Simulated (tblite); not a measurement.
Task: What does the GFN2-xTB structure of InChI=1S/C2H7OSSi/c4-2-1-3-5/h1-2H2,5H3 look like in three dimensions? (Doublet state.)

Result: 
Z-matrix in Å and degrees, rows numbered from 1:
```
Si
O   1  1.6260
C   2  1.3847  1  130.24
C   3  1.5289  2  112.94  1   -60.94
S   4  1.7943  3  112.08  2    73.89
H   1  1.4662  2  111.85  3    70.66
H   1  1.4634  2  111.42  3   -51.75
H   1  1.4543  2   97.57  3  -171.53
H   3  1.0973  2  107.09  1   179.54
H   3  1.0978  2  110.21  1    61.54
H   4  1.0906  3  109.75  2  -166.93
H   4  1.0912  3  109.92  2   -46.42
```

Si1 (silicon bonded to O and 3 H) is distorted tetrahedral (angles from 97.6° to 114.2°). Of the pairs four or more bonds apart, Si1···S5 is among the closest relative to their van der Waals radii: 3.33 Å, 85 % of the sum of Bondi's values.

Computed geometry: GFN2-xTB, gas phase. This method treats the open shell by occupation alone, without spin polarisation.

Point group: C1 (no symmetry element, even within 0.4 Å). Its GFN2-xTB frequencies are all real (lowest 59 cm⁻¹). Torsions: Si1–O2–C3–C4 -61°, O2–C3–C4–S5 74°. 3 starts were optimised and ended at 0.00, 0.73 and 0.84 kcal/mol (GFN2-xTB); the lowest of these is shown.

Time: 1.6 s wall. Hardware: one thread of an Arm Neoverse N1 (shared host). That covers the optimisation of the geometry.

One conformer stands for the species.
